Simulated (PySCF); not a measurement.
Ionising NaSn

UHF-CCSD(T); basis Na def2-SVP, Sn def2-SVP with ECP28; scalar-relativistic core potentials; PySCF 2.14. Neutral (UHF): quartet (σ ↑, π ↑↑), Re = 2.950 Å, ωe = 186 cm⁻¹, De = 1.15 eV.

NaSn⁺ (UHF): triplet (σ ↑, π ↑), Re = 3.457 Å, ωe = 107 cm⁻¹, De = 0.51 eV to Na⁺ + Sn. The energies at the minima are -375.24397 hartree for NaSn and -375.04073 for NaSn⁺.

(1) Work out the adiabatic ionisation energy, without and with harmonic zero-point energies (1 hartree = 27.2114 eV, 1 eV = 8065.5 cm⁻¹), and the change of the bond length.

Correlated steps freeze 5 core orbitals. Correlated levels converge slowly with the basis: in double zeta they bind strong bonds too weakly, by up to about 1 eV, and carry superposition errors of some tenths. These are scalar-relativistic numbers at best; spin–orbit coupling would shift them, the dissociation energy most. For an ion De counts to the pair picked by the measured ionisation energies or electron affinities, which need not be the lowest pair at this level. States were picked by a PBE0 search and need not be the measured ground states.

Results:

(1) At UHF-CCSD(T): 0.20324 hartree = 5.530 eV between the minima; the zero-point term (107.0 − 186.0)/2 cm⁻¹ = -0.005 eV makes it 5.526 eV. Re changes by +50.7 pm against the neutral. The electron leaves a π orbital, and the ion is left as a loose complex of an ion and an atom.
